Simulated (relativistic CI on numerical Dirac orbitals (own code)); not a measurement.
**The 25-electron sequence from Rh XXI to Gd XL**

Calculated at this level of theory: Dirac-Coulomb-Breit CI, separate exchange-only KLI orbitals for each configuration, QED by a radiative potential, unscaled Slater integrals (own radial code, finite nucleus).

CI space (outside the closed core [Ne]): 3s2 3p6 3d7, 3s2 3p6 3d5 4s2, 3s2 3p6 3d6 4s, 3s2 3p5 3d8, 3s2 3p4 3d9, 3s 3p6 3d8, 3p6 3d9. Levels of other configurations are missing.

Energies above each ion's lowest level, in eV. Levels are followed by their leading LS label, which can pass from one level to another where the coupling changes.

| Ion | 3s2 3p6 3d7 4F_9/2 | 3s2 3p6 3d7 4F_7/2 | 3s2 3p6 3d7 4F_3/2 | 3s2 3p6 3d7 4P_5/2 | 3s2 3p6 3d7 2G_9/2 |
| --- | --- | --- | --- | --- | --- |
| Rh XXI | 0 | 4.1257 | 5.7443 | 9.4841 | 9.7408 |
| Pd XXII | 0 | 4.7191 | 6.0811 | 10.188 | 10.418 |
| Ag XXIII | 0 | 5.3765 | 9.7199 | 10.97 | 11.153 |
| Cd XXIV | 0 | 6.1022 | 10.628 | 11.837 | 11.95 |
| In XXV | 0 | 6.901 | 11.626 | 12.796 | 12.815 |
| Sn XXVI | 0 | 7.7772 | 12.712 | 13.852 | 13.753 |
| Sb XXVII | 0 | 8.7356 | 13.887 | 15.009 | 14.769 |
| Te XXVIII | ? | ? | ? | ? | ? |
| I XXIX | 0 | 10.918 | 16.509 | 17.634 | 17.058 |
| Xe XXX | 0 | 12.152 | 17.962 | 19.106 | 18.341 |
| Cs XXXI | 0 | 13.487 | 19.515 | 20.688 | 19.724 |
| Ba XXXII | 0 | 14.928 | 21.174 | 22.383 | 21.213 |
| La XXXIII | 0 | 16.482 | 22.942 | 24.194 | 22.812 |
| Ce XXXIV | 0 | 18.152 | 24.826 | 26.126 | 24.527 |
| Pr XXXV | 0 | 19.944 | 26.83 | 28.182 | 26.363 |
| Nd XXXVI | 0 | 21.864 | 28.96 | 30.367 | 28.327 |
| Pm XXXVII | 0 | 23.918 | 31.222 | 32.687 | 30.424 |
| Sm XXXVIII | 0 | 26.11 | 33.621 | 35.147 | 32.66 |
| Eu XXXIX | 0 | 28.447 | 36.165 | 37.752 | 35.04 |
| Gd XL | 0 | 30.934 | 38.858 | 40.508 | 37.571 |

Question: Fill in the row of Te XXVIII.

Answer: 3s2 3p6 3d7 4F_9/2 0, 3s2 3p6 3d7 4F_7/2 9.7809, 3s2 3p6 3d7 4F_3/2 15.152, 3s2 3p6 3d7 4P_5/2 16.269, 3s2 3p6 3d7 2G_9/2 15.869 (eV).

The lowest level keeps the configuration 3s2 3p6 3d7 and J = 9/2 throughout.

Between Z = 61 and 64 the energy of 3s2 3p6 3d7 4F_7/2 follows a local power law Z^5.4. For orientation: electrostatic splittings inside a shell grow about linearly with the screened charge, excitations that change n as its square, and fine structure as its fourth power; written in Z itself the exponents are larger, since the screened charge grows faster in proportion.
